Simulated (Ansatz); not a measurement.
Energy difference R1 → P1 + P2, each structure at its B3LYP-D3(BJ)/def2-TZVP stationary point, reached from a drawn start (curvature not checked).
R1, F3Zr (SMILES [F][Zr]([F])[F]) (charge 0, multiplicity 2):
```json
[
 {"atom": "Zr", "x (Å)": "0.0000", "y (Å)": "0.0000", "z (Å)": "-0.0035"},
 {"atom": "F", "x (Å)": "1.9147", "y (Å)": "-0.0099", "z (Å)": "-0.0080"},
 {"atom": "F", "x (Å)": "-0.9488", "y (Å)": "1.6633", "z (Å)": "-0.0006"},
 {"atom": "F", "x (Å)": "-0.9658", "y (Å)": "-1.6534", "z (Å)": "0.0123"}
]
```
P1, F2Zr (SMILES [F][Zr][F]) (charge 0, multiplicity 1):
```tsv
atom	x (Å)	y (Å)	z (Å)
Zr	0.0040	0.0053	-0.6886
F	1.5649	-0.0061	0.3532
F	-1.5688	0.0008	0.3353
```
P2: F atom, charge 0, multiplicity 2.

P less R. No zero-point or thermal terms; singlets are restricted closed shells; open shells are unrestricted; no spin–orbit coupling. The spin states of the d-block species are the ones drawn and need not be the lowest.

Correlated levels freeze the cores.

Programs: Ansatz (a quantum-chemistry and plane-wave program). No computed number here is a measurement. Elements past Kr take the def2 small-core potentials, without spin–orbit coupling.

Total energies in hartree:

```csv
structure,PBE/def2-TZVPP,B3LYP/def2-TZVPP,CCSD(T)/def2-QZVPP
R1,-346.683944,-346.967120,-346.198845
P1,-246.736650,-246.928042,-246.284229
P2,-99.669123,-99.770147,-99.651180
```

Task: Work out the reaction energy at each level in kcal/mol (1 hartree = 627.50947 kcal/mol), and say how far PBE/def2-TZVPP lies from CCSD(T)/def2-QZVPP.

Result: 
- PBE/def2-TZVPP: (-246.736650) + (-99.669123) − (-346.683944) = 0.278171 hartree = 174.55 kcal/mol
- B3LYP/def2-TZVPP: (-246.928042) + (-99.770147) − (-346.967120) = 0.268931 hartree = 168.76 kcal/mol
- CCSD(T)/def2-QZVPP: (-246.284229) + (-99.651180) − (-346.198845) = 0.263436 hartree = 165.31 kcal/mol
PBE/def2-TZVPP less CCSD(T)/def2-QZVPP: 9.24 kcal/mol. CCSD(T)/def2-QZVPP is the level counted from, the highest shown, and no exact or measured value.
